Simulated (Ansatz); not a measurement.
A run for Ansatz (a program for electronic structure): R-BLYP/def2-TZVPP on CH5GaO (SMILES C[O][GaH2]).

Ansatz 0.2 input:
```yaml
crystal:
  periodic: [false, false, false]
  atoms:
    - {symbol: C, position_ang: [1.21907232, 0.14652685, -0.23252259]}
    - {symbol: O, position_ang: [0.08596060, -0.66727051, -0.45512969]}
    - {symbol: Ga, position_ang: [-1.57013056, -0.27767357, 0.10791159]}
    - {symbol: H, position_ang: [1.65644521, 0.44178831, -1.19129711]}
    - {symbol: H, position_ang: [1.97382501, -0.41558381, 0.32609807]}
    - {symbol: H, position_ang: [0.98696963, 1.05867000, 0.33140950]}
    - {symbol: H, position_ang: [-2.62659011, -1.35214921, -0.27748636]}
    - {symbol: H, position_ang: [-1.72555208, 1.06569194, 0.89653613]}
basis:
  gaussian:
    orbitals: def2-TZVPP
hamiltonian:
  xc: {name: BLYP}
scf: {lower_state_search: off}
```

What total energy does the run end on?

-2041.2687 hartree.
